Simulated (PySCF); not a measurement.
**Atomic charges by several schemes**

Species: CH₅GaS.
Cartesian coordinates in Å at the PBE0-D3(BJ)/def2-SVP level; atoms count from 1:
```xyz
8
CH5GaS angstrom
C     -1.379   -0.095   -0.140
S     -0.012   -1.244    0.238
Ga     1.758    0.045    0.186
H     -1.022    0.936   -0.272
H     -2.103   -0.121    0.685
H     -1.877   -0.423   -1.063
H      3.127   -0.652    0.465
H      1.518    1.563   -0.124
```

Density: PBE0/pcSseg-1 (PySCF); schemes: Mulliken, IAO, Hirshfeld and ESP-fitted. The structure is a single PBE0-D3(BJ)/def2-SVP conformer in the gas phase; no vibrational or solvent corrections. The calculation is non-relativistic, for gallium too.

Q: Which atoms carry the highest charge in the Mulliken, IAO, Hirshfeld and ESP-fitted schemes?

A: All schemes agree: Mulliken Ga3 (+0.453); IAO Ga3 (+0.409); Hirshfeld Ga3 (+0.362); ESP-fitted Ga3 (+0.584).

Q: At which atom do the 4 schemes differ most?

A: At C1: from -0.485 (IAO) to -0.118 e (Hirshfeld), 0.367 e apart.

Q: Give the atomic charges in each scheme.

A: In e:

| atom | environment | Mulliken | IAO | Hirshfeld | ESP-fitted |
| --- | --- | --- | --- | --- | --- |
| C1 | S-methyl carbon | -0.391 | -0.485 | -0.118 | -0.127 |
| S2 | sulfur bonded to C and Ga | -0.325 | -0.144 | -0.136 | -0.361 |
| Ga3 | gallium bonded to S and 2 H | +0.453 | +0.409 | +0.362 | +0.584 |
| H4 | methyl hydrogen | +0.158 | +0.150 | +0.042 | +0.056 |
| H5 | methyl hydrogen | +0.157 | +0.162 | +0.047 | +0.105 |
| H6 | methyl hydrogen | +0.157 | +0.161 | +0.047 | +0.102 |
| H7 | hydrogen on Ga3 | -0.097 | -0.120 | -0.121 | -0.179 |
| H8 | hydrogen on Ga3 | -0.112 | -0.134 | -0.123 | -0.180 |

Mean size of the charges over all atoms: Mulliken 0.231 e, IAO 0.221 e, ESP-fitted 0.212 e, Hirshfeld 0.124 e. Each set sums to the total charge, 0, to within 0.001 e. The ESP scheme fits charges at the nuclei, held to the total charge, to the electrostatic potential on points at 1.4 to 2.0 times the van der Waals radii.

Q: Sum the charges by element, for elements with more than one atom.

A: 
| element | atoms | Mulliken | IAO | Hirshfeld | ESP-fitted |
| --- | --- | --- | --- | --- | --- |
| H | 5 | +0.264 | +0.219 | -0.109 | -0.096 |

Q: How closely do the schemes follow one another over all atoms?

A: Correlation coefficient and root-mean-square difference: Hirshfeld with ESP-fitted 0.98, 0.119 e; Mulliken with IAO 0.96, 0.075 e; Mulliken with Hirshfeld 0.90, 0.140 e; Mulliken with ESP-fitted 0.90, 0.120 e; IAO with Hirshfeld 0.85, 0.148 e; IAO with ESP-fitted 0.80, 0.169 e.

Q: How many electrons does the Hirshfeld scheme count on C1?

A: Z − q = 6 − (-0.118) = 6.118.

These values come from a run that also computed NMR shieldings. On an Arm Neoverse V1 with one thread (shared host), this took 6.9 s.
